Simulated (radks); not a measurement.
The numbers below are computed, except where a source is named.
The mean radii <r> (bohr) of the occupied orbitals of an atom or ion are listed with their occupations. Level of theory: scalar-relativistic Kohn-Sham, PBE, spin-unpolarised, spherical densities, point nucleus (a radial shooting solver on a logarithmic mesh with Libxc functionals).

| orbital | occ. | <r> |
|---|---|---|
| 1s | 2 | 0.02558 |
| 2s | 2 | 0.1097 |
| 2p | 6 | 0.09619 |
| 3s | 2 | 0.2919 |
| 3p | 6 | 0.2899 |
| 3d | 10 | 0.2666 |
| 4s | 2 | 0.6739 |
| 4p | 6 | 0.7155 |
| 4d | 10 | 0.8004 |
| 5s | 2 | 1.639 |
| 5p | 6 | 1.920 |
| 6s | 2 | 4.790 |

Name the element and its charge.

Answer. Z = 56, barium, charge 0: Ba in [Xe] 6s2. The 1s radius gives Z: for a bare nucleus <r> = (2 gamma + 1)/(2Z) with gamma = sqrt(1 - (Z/c)^2), 0.02523 bohr for Z = 56, and screening makes it slightly larger (0.02558 here). The occupations add up to 56, and the charge is Z minus that.
